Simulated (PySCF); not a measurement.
# Ionisation energy of F⁺ by level of theory

F⁺ [He] 2s2 2p4 (3P) → F²⁺ [He] 2s2 2p3 (4S), as a difference of total energies. All numbers are calculated (PySCF 2.14, the spin-free X2C one-electron Hamiltonian (Gaussian nucleus), in jorge-DZP-DKH). Correlated levels: valence: 1s2 frozen. The calculations carry no spin-orbit coupling.

| method | ionisation energy (eV) |
| --- | --- |
| UHF | 33.518 |
| r2SCAN | 35.285 |
| MP2 (valence) | 34.200 |
| SCS-MP2 (valence) | 34.189 |
| CCSD (valence) | 34.205 |

**Question.** Estimate what PBE0 gives.

**Answer.** 35.427 eV, closest to r2SCAN among the rows shown.

**Question.** Estimate what CCSD(T) (valence) gives.

**Answer.** 34.220 eV, closest to CCSD (valence) among the rows shown.

Errors of the correlated levels include the incompleteness of this basis and the frozen core.

For comparison: 34.950 eV (measured; NIST levels, between the centres of gravity of the two terms).
